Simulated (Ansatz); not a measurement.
The same path of ClF2H5NO2Ta (12 atoms, charge 0, multiplicity 1) was run twice with different band settings. Lost on the way: Ta1–F2, N9–H12. Made: F2–H12.

All numbers below come from RHF/def2-SVP (Ansatz 0.2.0).

Relaxed end points:

```xyz
12
Properties=species:S:1:pos:R:3
Ta -0.066 0.088 -0.100
F 1.607 -0.787 -0.392
F 0.687 0.799 1.490
Cl -0.517 -0.309 -2.448
O -1.455 1.362 -0.069
H -2.173 1.879 -0.386
O -0.931 -1.384 0.616
H -1.156 -2.253 0.898
N 1.265 1.843 -0.951
H 0.979 2.161 -1.863
H 1.282 2.633 -0.324
H 2.208 1.492 -1.031
```

```xyz
12
Properties=species:S:1:pos:R:3
Ta -0.558 0.716 -0.163
F 2.465 -0.924 -0.408
F 0.096 1.408 1.475
Cl -0.972 0.217 -2.480
O -2.226 1.519 0.043
H -3.056 1.906 -0.176
O -0.479 -1.065 0.371
H 0.154 -1.770 0.407
N 1.116 1.585 -0.866
H 1.278 1.784 -1.837
H 1.635 2.212 -0.275
H 2.278 -0.064 -0.650
```

Common settings: spring 5.0 eV/Å²; optimiser quadratic models (default); start path through a guess of the saddle point; force threshold 0.05 eV/Å; iteration limit 60; end points relaxed.

| run | movable images | climbing image |
| --- | --- | --- |
| 1 | 7 | yes |
| 2 | 8 | no |

Task: What does each run give, and how far can it be trusted?

Result: Run 1: converged after 46 iterations, highest image 1.898 eV above the first end. A vibrational analysis at the climbing image gives one clearly imaginary mode, 409i cm⁻¹: a first-order saddle point.
Run 2: converged after 31 iterations, highest image 1.876 eV above the first end. No image climbed, so the highest image needn't sit at the top of the path.
The orbitals stay closed-shell, which can raise the energy where a bond breaks towards radicals; this wasn't checked here.
